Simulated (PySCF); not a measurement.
F$_{4}$Nb, charge +1, singlet, at a GFN2-xTB geometry (such geometries of metal compounds can be far from the true shape) (the multiplicity is a formal guess) (core potentials on Nb). Base run: PySCF with B3LYP/def2-SVP.

The PySCF input:
```python
from pyscf import gto, scf, dft

mol = gto.M(
    atom='''
Nb    0.000000    0.000000    0.000000
F     1.172470    0.826554   -1.022711
F     0.841746   -1.105257    1.083367
F    -1.122575   -0.908216   -1.009347
F    -0.891640    1.186919    0.948691
''',
    basis='def2-svp',
    ecp={'Nb': 'def2-svp'},
    charge=1,
    spin=0,
    verbose=4,
)

mf = dft.RKS(mol)
mf.xc = 'b3lyp'
mf.kernel()
```

The base run was repeated with changes; each row names its change, and settings that it needs were set with it.

```tsv
change	ΔE vs base (mEh)	grid points	electrons on the grid	outcome
base	0.000	79488	47.99995	converged
grids.becke_scheme = stratmann	-0.038	79488	48.00000	converged
small_rho_cutoff = 0	0.000	79488	47.99995	converged
grids.prune = off	0.000	131832	47.99995	converged
grids.level = 7	-0.042	448656	48.00000	converged
grids.atom_grid = (99, 590)	-0.041	157224	48.00000	converged
grids.atom_grid = (75, 302)	-0.017	70488	47.99994	converged
grids.level = 2	-0.016	60824	47.99994	converged
grids.level = 4	-0.041	147704	48.00000	converged
grids.prune = dft.gen_grid.sg1_prune	-	-	-	input refused
grids.level = 0	42.217	7216	47.99297	converged
```

- grids.prune = dft.gen_grid.sg1_prune: ended with `IndexError: index 41 is out of bounds for axis 0 with size 19`
